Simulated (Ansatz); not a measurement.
System: sum formula FeO$_{2}$H$_{2}$ (charge 0, quintet). The spin state was set by rule; other spins were not relaxed. 
Geometry from a B3LYP-D3(BJ)/def2-TZVP (Ansatz, a quantum-chemistry and plane-wave program) optimisation:
SMILES: [OH][Fe][OH]
```xyz
5

Fe    -0.0001    -0.0005    -0.0002
O      1.1657     0.2069    -1.3431
H      2.0675     0.5300    -1.3214
O     -1.1929    -0.3070     1.2994
H     -1.8470     0.2830     1.6763
```
Charge 0, spin multiplicity 5.

Parts of the frozen-core correlation energy in 6-31G (Ansatz, hartree). Frozen orbitals: 11; correlated occupied orbitals by spin: 13 and 9; virtual: 27 and 31. Open shells are spin-unrestricted. No spin-orbit coupling. Non-relativistic.

```tsv
term	value
reference (HF)	-1413.16951
MP2 opposite-spin	-0.24511
MP2 same-spin	-0.10621
CCSD correlation	-0.36589
(T)	-0.00851
T1 diagnostic	0.032
largest doubles amplitude	0.029
<S^2> of the reference	6.119
```
